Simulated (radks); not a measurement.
Task: Radial electron density D(r) = 4 pi r^2 rho(r) of an atom or ion with 15 electrons. All-electron calculation, Dirac Kohn-Sham, LDA (Slater exchange, Perdew-Wang correlation), spin-unpolarised, spherical densities, point nucleus. Program: a radial shooting solver on a logarithmic mesh with Libxc functionals.

```
   r/bohr * D(r) (the largest magnitude, 18.3, reaches the edge; | marks zero)
 0.007306 |   *
 0.008237 |    *
 0.009287 |      *
  0.01056 |       *
   0.0119 |         *
  0.01342 |           *
  0.01513 |             *
  0.01706 |                *
  0.01923 |                   *
  0.02186 |                       *
  0.02465 |                           *
  0.02779 |                               *
  0.03133 |                                    *
  0.03533 |                                        *
  0.03983 |                                            *
  0.04491 |                                                *
  0.05104 |                                                   *
  0.05755 |                                                     *
  0.06489 |                                                      *
  0.07316 |                                                     *
  0.08249 |                                                    *
    0.093 |                                                 *
   0.1057 |                                             *
   0.1192 |                                         *
   0.1344 |                                      *
   0.1515 |                                    *
   0.1708 |                                   *
   0.1926 |                                     *
   0.2189 |                                        *
   0.2468 |                                             *
   0.2783 |                                                 *
   0.3138 |                                                   *
   0.3538 |                                                    *
   0.3989 |                                                 *
   0.4533 |                                            *
   0.5111 |                                    *
   0.5763 |                            *
   0.6498 |                    *
   0.7326 |              *
    0.826 |          *
   0.9314 |        *
    1.059 |        *
    1.193 |        *
    1.346 |         *
    1.517 |         *
    1.711 |        *
    1.929 |       *
    2.192 |     *
    2.472 |   *
    2.787 | *
    3.142 |*
    3.543 |*
    3.994 *
     4.54 *
    5.119 *
    5.771 *
    6.507 *
```

What is the nuclear charge?

Result: Z = 16. The innermost maximum, from 1s, lies near gamma/Z bohr with gamma = sqrt(1 - (Z/c)^2) = 0.993, here 0.0621 bohr (found: 0.0659), and its height grows with Z. The density is that of the sulfur ion S+ in [Ne] 3s2 3p3; the configuration itself is not fixed sharply by these data, and Z only to about a unit. D(r) has 3 maxima, at r = 0.0659, 0.340, 1.41 bohr, and minima at 0.164, 1.03 bohr, inside which lie 2.19, 10.40 electrons.
